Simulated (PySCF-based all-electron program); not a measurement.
Results of a calculation; reference values are marked as such.
Distorting InH₂NF₂, singlet

Method: all-electron DFT (in-house code on PySCF), basis-limit composite values; Koelling–Harmon scalar relativity, no spin–orbit coupling, spin-restricted. Forces are good to about 0.014 eV/Å. Atoms are numbered as listed.

Shape A:

```xyz
6

In    0.0000    0.0000    0.0000
N     0.0000    0.0000    2.0340
F    -0.1558    1.6180   -1.1005
F    -0.1558   -1.6180   -1.1005
H     0.4822    0.8251    2.3989
H     0.4822   -0.8251    2.3989
```

PBE forces:

```tsv
atom	Fx	Fy	Fz (eV/Å)
In1	-0.023	0.000	-0.039
N2	0.034	0.000	-0.007
F3	0.007	-0.025	0.023
F4	0.007	0.025	0.023
H5	-0.013	-0.041	0.000
H6	-0.013	0.041	0.000
```

Q: What forces does LDA give in shape A?

A: The forces move by 0.527 eV/Å (r.m.s. over the atoms) from PBE.

```
atom      Fx      Fy  Fz (eV/Å)
 In1  -0.143   0.001     -0.149
  N2   0.018   0.000     -0.709
  F3   0.068  -0.646      0.434
  F4   0.068   0.646      0.434
  H5  -0.005   0.081     -0.005
  H6  -0.005  -0.081     -0.005
```

Q: What forces does PBEsol give in shape A?

A: The forces move by 0.282 eV/Å (r.m.s. over the atoms) from PBE.

```tsv
atom	Fx	Fy	Fz (eV/Å)
In1	-0.083	0.000	-0.097
N2	-0.045	0.000	-0.395
F3	0.040	-0.342	0.235
F4	0.040	0.342	0.235
H5	0.024	0.055	0.011
H6	0.024	-0.055	0.011
```

Q: What forces does HSE06 give in shape A?

A: The forces move by 0.451 eV/Å (r.m.s. over the atoms) from PBE.

```csv
atom,Fx,Fy,Fz (eV/Å)
In1,-0.184,0.000,-0.249
N2,0.452,0.000,-0.204
F3,0.070,-0.489,0.341
F4,0.070,0.489,0.341
H5,-0.204,-0.356,-0.114
H6,-0.204,0.356,-0.114
```

Shape B:

```tsv
atom	x (Å)	y (Å)	z (Å)
In	0.0000	0.0000	0.0000
N	0.0000	0.0000	2.2374
F	-0.1558	1.6180	-1.1005
F	-0.1558	-1.6180	-1.1005
H	0.4822	0.8251	2.6023
H	0.4822	-0.8251	2.6023
```

Against shape A, In1–N2 goes from 2.034 to 2.237 Å.

Q: What forces does PBE give in shape B?

A: 

```json
{"atom": "In1", "Fx": "0.145", "Fy": "0.000", "Fz (eV/Å)": "1.942"}
{"atom": "N2", "Fx": "-0.409", "Fy": "0.000", "Fz (eV/Å)": "-1.728"}
{"atom": "F3", "Fx": "-0.001", "Fy": "-0.034", "Fz (eV/Å)": "0.090"}
{"atom": "F4", "Fx": "-0.001", "Fy": "0.034", "Fz (eV/Å)": "0.090"}
{"atom": "H5", "Fx": "0.133", "Fy": "0.023", "Fz (eV/Å)": "-0.197"}
{"atom": "H6", "Fx": "0.133", "Fy": "-0.023", "Fz (eV/Å)": "-0.197"}
```

Shape C:

```xyz
6

In    0.0000    0.0000    0.0000
N     0.0000    0.0000    1.8306
F    -0.1558    1.6180   -1.1005
F    -0.1558   -1.6180   -1.1005
H     0.4822    0.8251    2.1955
H     0.4822   -0.8251    2.1955
```

Against shape A, In1–N2 goes from 2.034 to 1.831 Å.

Q: What forces does PBE give in shape C?

A: 

| atom | Fx | Fy | Fz (eV/Å) |
| --- | --- | --- | --- |
| In1 | -0.279 | 0.000 | -5.412 |
| N2 | 0.572 | 0.000 | 5.005 |
| F3 | 0.013 | 0.019 | -0.097 |
| F4 | 0.013 | -0.019 | -0.097 |
| H5 | -0.159 | -0.119 | 0.301 |
| H6 | -0.159 | 0.119 | 0.301 |

Q: What forces does LDA give in shape C?

A: The forces move by 0.596 eV/Å (r.m.s. over the atoms) from PBE.

| atom | Fx | Fy | Fz (eV/Å) |
| --- | --- | --- | --- |
| In1 | -0.398 | 0.000 | -5.250 |
| N2 | 0.544 | 0.000 | 4.035 |
| F3 | 0.074 | -0.605 | 0.314 |
| F4 | 0.074 | 0.604 | 0.315 |
| H5 | -0.147 | 0.005 | 0.293 |
| H6 | -0.147 | -0.005 | 0.293 |

Q: What forces does PBEsol give in shape C?

A: The forces move by 0.315 eV/Å (r.m.s. over the atoms) from PBE.

```json
{"atom": "In1", "Fx": "-0.337", "Fy": "0.000", "Fz (eV/Å)": "-5.336"}
{"atom": "N2", "Fx": "0.488", "Fy": "0.000", "Fz (eV/Å)": "4.490"}
{"atom": "F3", "Fx": "0.045", "Fy": "-0.300", "Fz (eV/Å)": "0.114"}
{"atom": "F4", "Fx": "0.045", "Fy": "0.300", "Fz (eV/Å)": "0.114"}
{"atom": "H5", "Fx": "-0.121", "Fy": "-0.023", "Fz (eV/Å)": "0.309"}
{"atom": "H6", "Fx": "-0.121", "Fy": "0.023", "Fz (eV/Å)": "0.309"}
```

Q: What forces does HSE06 give in shape C?

A: The forces move by 0.444 eV/Å (r.m.s. over the atoms) from PBE.

```csv
atom,Fx,Fy,Fz (eV/Å)
In1,-0.440,0.000,-5.693
N2,0.991,0.000,4.887
F3,0.074,-0.429,0.213
F4,0.074,0.429,0.213
H5,-0.350,-0.430,0.191
H6,-0.350,0.430,0.191
```
